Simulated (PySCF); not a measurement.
A GIAO shielding run with PySCF (density fitting, non-relativistic, gas phase) on SMILES C/N=C/C[N@+]1(C)[BH2-]CCC1, C7H17BN2:

```
$ OMP_NUM_THREADS=1 python probes_run.py task.json out

{"job": {"kind": "nmr", "xc": "PBE0", "basis": "pcSseg-1"}, "charge": 0, "multiplicity": 1}
C      3.708116     0.632561    -0.110439
N      2.692832    -0.349836     0.143311
C      1.613063    -0.277987    -0.511967
C      0.543084    -1.309421    -0.325037
N     -0.776904    -0.744804     0.042258
C     -1.743747    -1.848996     0.133764
B     -1.333203     0.396715    -1.078779
C     -1.259375     1.746013    -0.191233
C     -1.573003     1.228817     1.211322
C     -0.703676    -0.007596     1.346661
H      4.627510     0.127364    -0.448157
H      3.966192     1.140244     0.833040
H      3.424332     1.394943    -0.862093
H      1.408712     0.513652    -1.257932
H      0.877961    -2.016990     0.450770
H      0.403341    -1.857091    -1.270416
H     -1.376557    -2.626405     0.824458
H     -2.704563    -1.458430     0.487664
H     -1.895132    -2.279035    -0.864338
H     -0.626406     0.303715    -2.075099
H     -2.487825     0.059949    -1.320087
H     -0.258959     2.217623    -0.191286
H     -1.974310     2.516092    -0.518475
H     -2.639379     0.954889     1.288027
H     -1.362246     1.932209     2.034563
H      0.343147     0.293423     1.496265
H     -0.972557    -0.685123     2.172612
```

Hardware: 1 thread of an Intel Xeon, shared host. The job also computes population analyses, field gradients, ring-centre shieldings.

Q: How large is the calculation?

A: 78 electrons, 255 basis functions and 1303 auxiliary functions.

Q: How long does it take, and how much memory does it need?

A: 3.3 min of wall time, with 14 SCF cycles and 5 response iterations; peak memory 1.2 GiB. Times on a shared host scatter by some tens of per cent.

Q: And these other runs on the same molecule and hardware: GIAO shielding at B3LYP/pcSseg-1?

A: B3LYP/pcSseg-1: 255 functions, 2.5 min.
